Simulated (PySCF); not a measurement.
F₂Hg, SMILES [Hg]([F])[F].

Coordinates come from a B3LYP-D3(BJ)/def2-TZVP optimisation. The def2 effective core potentials stand for the cores of Hg; spin–orbit coupling is left out.

Level of theory: TDA-ωB97X/def2-TZVPD run with PySCF.

Vertical excitations; the highest root listed may be one member of a degenerate set. Isolated molecule, no solvent. State labels are in the subgroup D2h.

| state | symmetry | energy (eV) | λ (nm) | f | main pairs |
|---|---|---|---|---|---|
| S1 | B2g | 6.11 | 203 | 0.000 | HOMO−1→LUMO (degenerate set) |
| S2 | B3g | 6.11 | 203 | 0.000 | HOMO→LUMO (degenerate set) |
| S3 | B3u | 7.29 | 170 | 0.026 | HOMO−3→LUMO (degenerate set) |
| S4 | B2u | 7.29 | 170 | 0.026 | HOMO−4→LUMO (degenerate set) |
| S5 | Ag | 7.63 | 162 | 0.000 | HOMO−2→LUMO 92 % |
| S6 | B1u | 8.28 | 150 | 0.086 | HOMO−5→LUMO 43 %, HOMO−1→LUMO+2 24 %, HOMO→LUMO+1 24 % |
| S7 | Au | 8.60 | 144 | 0.000 | HOMO→LUMO+2 44 %, HOMO−1→LUMO+1 44 % |
| S8 | Au | 8.60 | 144 | 0.000 | HOMO−1→LUMO+1, HOMO→LUMO+2 (degenerate set) |
| S9 | B1u | 8.60 | 144 | 0.000 | HOMO→LUMO+1, HOMO−1→LUMO+2 (degenerate set) |
| S10 | Ag | 9.46 | 131 | 0.000 | HOMO−6→LUMO 97 % |
| T1 | B2g | 5.57 | 223 | 0 | HOMO−1→LUMO (degenerate set) |
| T2 | B3g | 5.57 | 223 | 0 | HOMO→LUMO (degenerate set) |
| T3 | Ag | 6.41 | 194 | 0 | HOMO−2→LUMO 95 % |
| T4 | B3u | 6.75 | 184 | 0 | HOMO−3→LUMO 93 % |
Triplets are in the Tamm–Dancoff approximation.
